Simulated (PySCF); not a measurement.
## Property card for `C#C[Si](Cl)C#C[SiH3]` [radical]

Compound: C4H4ClSi2 (doublet state).
Bonds: C1–C2 (triple), C2–Si3, Si3–Cl4, Si3–C5, C5–C6 (triple), C6–Si7. Hydrogens: H8 on C1; H9, H10, H11 on Si7.

**GFN2-xTB geometry**

```
Point group of the GFN2-xTB geometry                  : C1
Rotational constants A, B, C of the GFN2-xTB geometry : 2.201, 0.609, 0.486 GHz
```

From UKS B3LYP, pcH-1 on C Cl H Si, non-relativistic, mean-field spin-orbit, GIAO (PySCF):

```
Isotropic g value                                                      : 2.00385
Principal g values                                                     : 2.00172, 2.00267, 2.00714
Spin squared ⟨S²⟩                                                      : 0.757
Largest Mulliken spin population                                       : 0.77 on Si3
Largest isotropic hyperfine couplings (means over sets of like nuclei) : 29Si -636.3 (Si3), 13C +34.2 (C5), 13C +33.3 (C2), 35Cl +24.4 (Cl4), 13C +16.2 (C1) MHz
```

Monoisotopic mass (most abundant isotopes): 142.9540 u.

At 9.50 GHz, hν = g·μB·B₀ (B₀ the magnetic field) puts the centre of the isotropic spectrum, to first order, at 338.7 mT. ⟨S²⟩ is 0.007 above the pure-spin value S(S + 1) = 0.75. The rotational constants make it an asymmetric top with κ = (2B − A − C)/(A − C) = -0.86, nearer the prolate limit (−1). With B = h/(8π²I), that is 505.379 GHz u Å² over I, the principal moments of inertia are 229.6, 829.5 and 1040.9 u Å² (most abundant isotopes). g_iso is shifted by about +1530 ppm from the free-electron value 2.002319; the principal values span 0.0054.

Geometry: GFN2-xTB; no solvent or vibrations. GFN2-xTB frequencies show an imaginary mode (28i cm⁻¹), so this geometry is no minimum at that level. Hyperfine couplings depend on the geometry, which wasn't re-optimised at a DFT level. Couplings of like nuclei are plain means over topologically equivalent atoms, as if these changed places fast (by rotation of a methyl-like group, say); in this geometry the members of some sets differ.
